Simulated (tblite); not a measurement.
Species: C₄H₁₁PSi₂.
Numbering: `[CH:1]#[C:2][C@@H:3]([CH3:4])[SiH2:5][SiH2:6][PH2:7]` (hydrogens: H8 on C1; H9 on C3; H10, H11, H12 on C4; H13, H14 on Si5; H15, H16 on Si6; H17, H18 on P7)

Computed with GFN2-xTB (tblite), gas phase: L-BFGS steps from a force-field or distance-geometry start until the largest atomic force falls under 0.01 eV/Å.

The end geometry, which sets the zero of energy:
```
atom  x, y, z in Å
C1     -1.7603    1.9832   -1.3303
C2     -1.5777    1.1012   -0.5411
C3     -1.3717    0.0074    0.3798
C4     -2.4977   -1.0184    0.2425
Si5     0.3571   -0.7781    0.0726
Si6     2.0041    0.8613    0.1695
P7      4.0674    0.0628    0.5284
H8     -1.9298    2.7663   -2.0074
H9     -1.3974    0.4206    1.3953
H10    -2.5220   -1.4227   -0.7669
H11    -3.4644   -0.5606    0.4480
H12    -2.3485   -1.8401    0.9391
H13     0.2992   -1.4677   -1.2266
H14     0.5023   -1.8444    1.0823
H15     1.8094    1.8394    1.2498
H16     2.1381    1.6306   -1.0740
H17     3.7125   -0.7717    1.5714
H18     3.9706   -0.9627   -0.3933
```

**Question.** These geometries come from the run, each turned onto the end geometry. Order them by energy, lowest first.
A.
```
atom  x, y, z in Å
C1     -1.6185    2.0267   -1.2349
C2     -1.5354    1.1025   -0.4775
C3     -1.3965   -0.0287    0.4101
C4     -2.5271   -1.0363    0.1950
Si5     0.3352   -0.8215    0.1310
Si6     1.9572    0.8458    0.1080
P7      4.0591    0.1458    0.4548
H8     -1.7026    2.8517   -1.8780
H9     -1.4635    0.3459    1.4390
H10    -2.4927   -1.4426   -0.8138
H11    -3.4992   -0.5658    0.3414
H12    -2.4319   -1.8580    0.9010
H13     0.2714   -1.5626   -1.1387
H14     0.4894   -1.8424    1.1865
H15     1.7562    1.8679    1.1448
H16     2.0395    1.5510   -1.1779
H17     3.7629   -0.6389    1.5533
H18     3.9876   -0.9341   -0.4051
```
B.
```
atom  x, y, z in Å
C1     -1.5458    2.1676   -0.9649
C2     -1.5150    1.1572   -0.3223
C3     -1.4834   -0.0608    0.4555
C4     -2.4242   -1.1020   -0.1551
Si5     0.3187   -0.7366    0.6243
Si6     1.9104    0.8615    0.0556
P7      4.0000    0.0485    0.0359
H8     -1.5923    3.0539   -1.5242
H9     -1.8540    0.1840    1.4582
H10    -2.0952   -1.3795   -1.1534
H11    -3.4348   -0.7053   -0.2314
H12    -2.4490   -1.9970    0.4621
H13     0.4234   -1.9315   -0.2319
H14     0.4326   -1.2512    2.0015
H15     1.9795    2.0079    0.9710
H16     1.7408    1.3984   -1.3002
H17     3.8961   -0.6196    1.2402
H18     3.6834   -1.0892   -0.6816
```
C.
```
atom  x, y, z in Å
C1     -1.4499    2.1328   -0.9717
C2     -1.4942    1.1491   -0.2899
C3     -1.5100   -0.0797    0.4641
C4     -2.4296   -1.1020   -0.2078
Si5     0.2907   -0.7246    0.7128
Si6     1.8675    0.8597    0.0593
P7      3.9599    0.0635   -0.0415
H8     -1.4359    3.0052   -1.5508
H9     -1.9055    0.1370    1.4613
H10    -2.2451   -1.1315   -1.2800
H11    -3.4729   -0.8370   -0.0433
H12    -2.2618   -2.0942    0.2050
H13     0.4310   -1.9911   -0.0182
H14     0.3856   -1.1105    2.1294
H15     1.9998    2.0190    0.9584
H16     1.6808    1.4032   -1.2946
H17     3.9366   -0.5998    1.1632
H18     3.6443   -1.0929   -0.7165
```
D.
```
atom  x, y, z in Å
C1     -1.3913    2.1935   -1.0208
C2     -1.4625    1.1916   -0.3564
C3     -1.5212    0.0158    0.4122
C4     -2.3732   -1.1314   -0.1966
Si5     0.2700   -0.7099    0.7476
Si6     1.7550    0.8522    0.0680
P7      3.8637   -0.0574   -0.0166
H8     -1.3374    3.0654   -1.5891
H9     -1.9190    0.2262    1.4089
H10    -2.3100   -1.0776   -1.2703
H11    -3.3792   -1.0040    0.1224
H12    -2.0145   -2.0838    0.1158
H13     0.3969   -1.9497   -0.0366
H14     0.4320   -1.0061    2.1714
H15     1.7862    1.9581    1.0165
H16     1.4113    1.3161   -1.2651
H17     4.0517   -0.6050    1.2453
H18     3.7326   -1.1877   -0.8176
```
E.
```
atom  x, y, z in Å
C1     -1.4017    2.1757   -1.0000
C2     -1.4756    1.1730   -0.3489
C3     -1.5014   -0.0320    0.4486
C4     -2.3891   -1.1147   -0.1985
Si5     0.2893   -0.7210    0.7464
Si6     1.8632    0.8215    0.0612
P7      3.9562    0.0514   -0.0599
H8     -1.3514    3.0573   -1.5727
H9     -1.9340    0.2440    1.4190
H10    -2.3156   -1.0652   -1.2846
H11    -3.4340   -1.0010    0.0812
H12    -2.0582   -2.0974    0.1215
H13     0.3844   -1.9817   -0.0081
H14     0.3869   -1.0670    2.1730
H15     1.8564    1.9651    0.9866
H16     1.5036    1.3429   -1.2635
H17     3.9506   -0.6186    1.1358
H18     3.6617   -1.1260   -0.6980
```

**Answer.** A (0.006 eV), B (0.043 eV), C (0.078 eV), E (0.160 eV), D (0.526 eV).

In the order of the answer:

| step | E above end (eV) | largest force (eV/Å) | rms force component (eV/Å) | rms distance from end (Å) | rms bond change (Å) | bond most changed (Å) |
| --- | --- | --- | --- | --- | --- | --- |
| 103 | 0.006 | 0.04 | 0.014 | 0.123 | 0.001 | C3–Si5 +0.001 |
| 72 | 0.043 | 0.04 | 0.012 | 0.577 | 0.002 | C3–Si5 +0.008 |
| 26 | 0.078 | 0.15 | 0.052 | 0.662 | 0.003 | P7–H17 -0.007 |
| 9 | 0.160 | 0.33 | 0.110 | 0.691 | 0.008 | Si5–Si6 -0.018 |
| 3 | 0.526 | 2.22 | 0.533 | 0.699 | 0.028 | Si5–Si6 -0.066 |

The cost below is that of the whole relaxation. Time: 2.6 s wall. Hardware: Arm Neoverse N1, one thread, shared host.
